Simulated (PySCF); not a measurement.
Method: PySCF with PBE-D3(BJ)/def2-TZVP // CAM-B3LYP-D3(BJ)/def2-TZVP. Isolated molecules, 0 K electronic values unless said otherwise. 

Reference species (SMILES): `BCl` (neutral, multiplicity 1).

| Item | Value |
|---|---|
| HOMO | -7.27 eV |
| LUMO | -2.83 eV |

Changed species: `B` (0 of 3 H replaced by Cl; the reference has 1 of 3 H replaced by Cl).

Give the shifts of the HOMO and LUMO.

the HOMO falls by 1.21 eV, to -8.48 eV; the LUMO falls by 0.21 eV, to -3.04 eV.
